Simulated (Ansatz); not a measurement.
Mulliken charges of CHF2NOSn, SMILES `O=C=[N][SnH]([F])[F]` from ωB97M-V/def2-TZVPP in Ansatz (PBE0-D4/def2-TZVP geometry).

| atom | x (Å) | y (Å) | z (Å) | charge (e) |
| --- | --- | --- | --- | --- |
| O1 | -0.654 | -2.938 | -0.078 | -0.212 |
| C2 | -0.076 | -1.932 | -0.071 | 0.323 |
| N3 | 0.601 | -0.932 | -0.070 | -0.470 |
| Sn4 | 0.257 | 1.017 | 0.018 | 1.307 |
| F5 | -0.927 | 1.429 | -1.407 | -0.458 |
| F6 | -0.782 | 1.320 | 1.578 | -0.458 |
| H7 | 1.641 | 1.968 | -0.015 | -0.032 |

By hand: the dipole of these point charges (1 e Å = 4.8032 D).

Σ q r = (0.898, 0.444, -0.028) e Å, of length 1.002 e Å = 4.81 D.

How does the dipole of the full density compare? (Estimate.)

The calculation gave: (0.638, 0.329, -0.019) e Å, 3.45 D; the point charges give 1.39 times that, at 1° from its direction.

Point charges leave out the atoms' own dipoles, such as those of lone pairs, and Mulliken's split depends on the basis, so the two needn't agree.
